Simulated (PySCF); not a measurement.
Molecule: SMILES F[C](F)Br, doublet. Atoms near the plane z = 0.0 Å, at the PBE0/def2-SVP optimised geometry (x, y, z in Å): F1 (-0.7, -1.3, 0.9), C2 (-0.3, -0.5, 0.0), F3 (1.0, -0.5, 0.0), Br4 (-1.0, 1.3, 0.0).

Computed with PySCF with unrestricted PBE0/def2-TZVP. Cells within 0.4 Å of a nucleus heavier than hydrogen are left out (blank, or x). The values are rescaled to run from 0 to 1.

```
|00000000000000000000000000000|
|00000000000000000000000000000|
|00000000000000000000000000000|
|00000000000000000000000000000|
|00000000000000000000000000000|
|00000000111100000000000000000|
|00000000111100000000000000000|
|00000000010000000000000000000|
|000000000xxx00000000000000000|
|000000000xxx00000000000000000|
|000000001xxx10000000000000000|
|00000001111211000000000000000|
|00000000111110000000000000000|
|00000000000000000000000000000|
|00000000000000100001000000000|
|000000000012xxx00xxx100000000|
|000000000138xxx00xxx000000000|
|000000000139xxx003xx000000000|
|00000000002599410010000000000|
|00000000000133200000000000000|
|00000000000001100000000000000|
|00000000000000000000000000000|
|00000000000000000000000000000|
|00000000000000000000000000000|
|00000000000000000000000000000|
|00000000000000000000000000000|
|00000000000000000000000000000|
|00000000000000000000000000000|
|00000000000000000000000000000|
```
Scale: ten equal steps from 0.000 (start of '0') to 1.00 (end of '9'), in the order '0123456789'; x runs from -3.50 to 3.50, y from -3.50 (bottom) to 3.50 (top).

Which quantity is mapped?
(A) spin density
(B) log10 of the electron density
(C) electrostatic potential
(D) Laplacian of the electron density

A, spin density. In full: spin density (e/bohr³).
